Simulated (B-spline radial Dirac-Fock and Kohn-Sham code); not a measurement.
**Nd³⁺ 5p1/2: cross section and angular parameters**

System: neodymium as Nd³⁺, [Xe] 4f3; threshold 55.79 eV (orbital energy of the model). The computed values come from a B-spline atomic structure program: Dirac-Hartree-Slater photoionisation with a Latter tail; cross sections with all multipoles, angular parameters from the dipole term and its interference with E2.

Input of the calculation (task.json; shells as n, l, electrons):

```json
{"items": [{
  "Z": 60,
  "q": 3,
  "cfg": [[1, 0, 2], [2, 0, 2], [2, 1, 6], [3, 0, 2], [3, 1, 6], [3, 2, 10], [4, 0, 2], [4, 1, 6], [4, 2, 10], [4, 3, 3], [5, 0, 2], [5, 1, 6]],
  "A": 142,
  "rrms": 4.9123,
  "do": "xps",
  "hv": [53.6, 70.1, 79.1, 117.0, 135.0, 150, 300, 372.0, 386.0, 469.0, 615.0, 1680.0, 1880.0, 2140.0, 2440.0, 2620.0, 2984.4, 3000.0, 3350.0, 4000, 4010.0, 5280.0, 5414.7, 6040.0, 7280.0, 8047.8, 9251.7, 9900.0, 12000]
}]}
```

Run with: `python xray2_run.py task.json out`

```tsv
hν (eV)	σ (kb)	β	γ	δ
70.1	301	1.056	0.360	-0.032
79.1	209	0.708	0.339	-0.029
117	85.5	-0.085	0.052	0.007
135	68.6	-0.051	-0.035	0.022
150	59.8	0.059	-0.059	0.029
300	29.2	1.014	0.182	0.023
372	23.7	1.231	0.250	0.016
386	22.8	1.262	0.258	0.015
469	18.3	1.401	0.277	0.009
615	13.1	1.541	0.249	0.004
1680	2.92	1.719	-0.017	-0.002
1880	2.39	1.717	-0.022	-0.002
2140	1.89	1.712	-0.016	-0.002
2440	1.48	1.702	0.006	-0.002
2620	1.30	1.696	0.024	-0.002
2984.4	?	?	?	?
3000	0.995	1.681	0.072	-0.002
3350	0.798	1.666	0.123	-0.001
4000	0.553	1.638	0.229	0.001
4010	0.550	1.637	0.231	0.001
5280	0.303	1.584	0.448	0.006
5414.7	0.286	1.578	0.470	0.007
6040	0.223	1.554	0.574	0.010
7280	0.145	1.508	0.767	0.018
8047.8	0.114	1.481	0.879	0.024
9251.7	0.0808	1.443	1.044	0.033
9900	0.0682	1.423	1.127	0.038
12000	0.0417	1.364	1.369	0.056
```

Q: Give the values at Ag Lα (2984.4 eV).

A: σ = 1.01 kb, β = 1.681, γ = 0.070, δ = -0.002.
